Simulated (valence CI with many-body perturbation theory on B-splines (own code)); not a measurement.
# Forbidden lines of Tl41+

Calculated by valence CI with perturbative core correlation (CI+MBPT): four valence electrons over a frozen Dirac-Fock core [Kr], radial functions for each j: 7 s, 7 p, 8 d, 6 f, 4 g, 1 h, with the one-electron correlation potential Σ1 (screened to all orders), the two-electron term Σ2, the three-electron term Σ3, Breit, model QED; selected single and double excitations, second order for the rest, scaled by the run's own slope (own B-spline code, finite nucleus).

No measured spectrum was set against this ion. As an estimate, large intervals hold to a few tenths of a per cent, small ones and those within an open d or f shell to about a per cent. The list stops below the first excitations out of the core.

Lines 1 to 50 of 116 in falling wavelength, among levels below 1188600 cm⁻¹, chosen from the decays that carry over 1 % of a level's rate. Wavelengths and rates use the calculated energies. S is in atomic units (e²a₀⁴ for E2 and M2, e²a₀⁶ for E3), for M1 in squared Bohr magnetons. Weak lines are less certain than strong ones. Lines between different terms over intervals too small for the method are left out, as are lines whose strength nearly cancels. The highest levels of a list are the least certain.

Levels are named by their leading jj configuration (3d3/2^4 stands for four electrons in 3d with j = 3/2), which in mixed levels can hold well under half, so a name can repeat and another be missing. Letters in brackets count levels of one name in rising energy.

```tsv
λ vac (Å)	Upper	Lower	Type	A (s⁻¹)	S (a.u.)
8449	(4d3/2^3 4d5/2) J=3	(4d3/2^3 4d5/2) J=2	M1	2.00e+01	3.14e+00
7664	(4d3/2^2 4d5/2^2) J=6	(4d3/2^2 4d5/2^2) J=5	M1	1.57e+01	3.40e+00
5354	(4d3/2^3 4d5/2) J=3	(4d3/2^3 4d5/2) J=4	M1	5.38e+01	2.14e+00
2131	(4d3/2^2 4d5/2^2) J=4 [b]	(4d3/2^2 4d5/2^2) J=3 [a]	M1	6.35e+02	2.05e+00
1902	(4d3/2^3 4d5/2) J=2	(4d3/2^3 4d5/2) J=1	M1	2.22e+03	2.83e+00
1711	(4d3/2^2 4d5/2^2) J=2 [d]	(4d3/2^2 4d5/2^2) J=2 [c]	M1	1.65e+03	1.53e+00
1519	(4d3/2^2 4d5/2^2) J=2 [b]	(4d3/2^2 4d5/2^2) J=2 [a]	M1	1.43e+03	9.27e-01
1501	(4d3/2 4d5/2^3) J=0	(4d3/2 4d5/2^3) J=1 [a]	M1	2.63e+03	3.30e-01
974.2	(4d3/2^2 4d5/2^2) J=2 [d]	(4d3/2^2 4d5/2^2) J=2 [b]	M1	1.12e+03	1.92e-01
905.0	(4d3/2^2 4d5/2^2) J=2 [d]	(4d3/2^2 4d5/2^2) J=3 [b]	M1	3.26e+02	4.48e-02
861.1	(4d3/2^2 4d5/2^2) J=4 [c]	(4d3/2^2 4d5/2^2) J=4 [a]	M1	3.28e+03	6.99e-01
811.4	(4d3/2^2 4d5/2^2) J=2 [d]	(4d3/2^2 4d5/2^2) J=1	M1	4.15e+02	4.11e-02
806.0	(4d3/2 4d5/2^3) J=2 [b]	(4d3/2 4d5/2^3) J=3 [a]	M1	3.23e+03	3.14e-01
741.0	(4d3/2 4d5/2^3) J=2 [a]	(4d3/2^2 4d5/2^2) J=2 [d]	M1	4.40e+03	3.32e-01
728.3	(4d3/2 4d5/2^3) J=1 [b]	(4d3/2^2 4d5/2^2) J=0 [b]	M1	1.98e+04	8.51e-01
702.3	(4d3/2 4d5/2^3) J=3 [b]	(4d3/2^2 4d5/2^2) J=2 [d]	M1	6.66e+03	5.99e-01
649.7	(4d3/2^2 4d5/2^2) J=2 [d]	(4d3/2^2 4d5/2^2) J=3 [a]	M1	1.67e+03	8.51e-02
619.4	(4d5/2^4) J=4	(4d3/2 4d5/2^3) J=3 [c]	M1	8.34e+03	6.61e-01
593.6	(4d3/2^2 4d5/2^2) J=2 [d]	(4d3/2^2 4d5/2^2) J=2 [a]	M1	2.64e+02	1.02e-02
570.2	(4d3/2^2 4d5/2^2) J=2 [a]	(4d3/2^3 4d5/2) J=3	M1	4.63e+03	1.59e-01
564.0	(4d3/2^2 4d5/2^2) J=0 [b]	(4d3/2^2 4d5/2^2) J=1	M1	3.59e+04	2.39e-01
538.8	(4d3/2^2 4d5/2^2) J=4 [a]	(4d3/2^3 4d5/2) J=3	M1	2.36e+04	1.23e+00
534.7	(4d3/2 4d5/2^3) J=3 [a]	(4d3/2^2 4d5/2^2) J=2 [b]	M1	6.79e+03	2.70e-01
534.2	(4d3/2^2 4d5/2^2) J=2 [a]	(4d3/2^3 4d5/2) J=2	M1	6.29e+04	1.78e+00
526.6	(4d3/2^2 4d5/2^2) J=3 [a]	(4d3/2^3 4d5/2) J=3	M1	1.26e+05	4.78e+00
522.6	(4d3/2 4d5/2^3) J=1 [b]	(4d3/2^2 4d5/2^2) J=2 [d]	M1	6.77e+04	1.08e+00
522.6	(4d3/2 4d5/2^3) J=3 [a]	(4d3/2^2 4d5/2^2) J=4 [b]	M1	1.93e+04	7.16e-01
519.8	(4d3/2 4d5/2^3) J=3 [c]	(4d3/2^2 4d5/2^2) J=2 [d]	M1	2.16e+04	7.87e-01
517.1	(4d3/2 4d5/2^3) J=2 [a]	(4d3/2^2 4d5/2^2) J=2 [c]	M1	1.71e+04	4.37e-01
511.8	(4d5/2^4) J=2	(4d3/2 4d5/2^3) J=3 [c]	M1	3.33e+04	8.27e-01
498.0	(4d3/2 4d5/2^3) J=3 [b]	(4d3/2^2 4d5/2^2) J=2 [c]	M1	5.55e+03	1.78e-01
495.7	(4d3/2^2 4d5/2^2) J=3 [a]	(4d3/2^3 4d5/2) J=2	M1	9.11e+04	2.88e+00
489.6	(4d3/2^2 4d5/2^2) J=4 [a]	(4d3/2^3 4d5/2) J=4	M1	1.96e+05	7.69e+00
489.0	(4d3/2 4d5/2^3) J=1 [a]	(4d3/2^2 4d5/2^2) J=2 [b]	M1	2.25e+04	2.92e-01
486.7	(4d3/2^3 4d5/2) J=1	(4d3/2^4) J=0	M1	2.16e+05	2.77e+00
479.7	(4d3/2 4d5/2^3) J=2 [b]	(4d3/2^2 4d5/2^2) J=2 [d]	M1	1.30e+04	2.67e-01
473.0	(4d5/2^4) J=4	(4d3/2 4d5/2^3) J=3 [b]	M1	2.87e+04	1.01e+00
464.9	(4d3/2 4d5/2^3) J=5	(4d3/2^2 4d5/2^2) J=4 [b]	M1	9.69e+04	3.97e+00
458.9	(4d3/2 4d5/2^3) J=4 [a]	(4d3/2^2 4d5/2^2) J=5	M1	2.20e+04	7.08e-01
444.3	(4d3/2 4d5/2^3) J=1 [a]	(4d3/2^2 4d5/2^2) J=1	M1	1.27e+05	1.24e+00
443.3	(4d3/2^2 4d5/2^2) J=5	(4d3/2^3 4d5/2) J=4	M1	1.11e+05	3.96e+00
431.1	(4d3/2 4d5/2^3) J=5	(4d3/2^2 4d5/2^2) J=6	M1	5.16e+04	1.69e+00
430.2	(4d3/2^2 4d5/2^2) J=1	(4d3/2^3 4d5/2) J=2	M1	2.19e+05	1.94e+00
428.5	(4d3/2^2 4d5/2^2) J=3 [b]	(4d3/2^3 4d5/2) J=3	M1	2.96e+04	6.05e-01
426.4	(4d3/2 4d5/2^3) J=3 [c]	(4d3/2^2 4d5/2^2) J=4 [c]	M1	1.25e+05	2.52e+00
425.8	(4d3/2 4d5/2^3) J=4 [a]	(4d3/2^2 4d5/2^2) J=3 [a]	M1	1.14e+05	2.94e+00
423.2	(4d3/2 4d5/2^3) J=6	(4d3/2^2 4d5/2^2) J=6	M1	1.03e+05	3.77e+00
422.2	(4d3/2^2 4d5/2^2) J=4 [b]	(4d3/2^3 4d5/2) J=3	M1	4.46e+04	1.12e+00
421.0	(4d3/2^2 4d5/2^2) J=0 [a]	(4d3/2^3 4d5/2) J=1	M1	5.47e+05	1.51e+00
420.9	(4d3/2 4d5/2^3) J=2 [a]	(4d3/2^2 4d5/2^2) J=2 [b]	M1	1.09e+05	1.51e+00
```
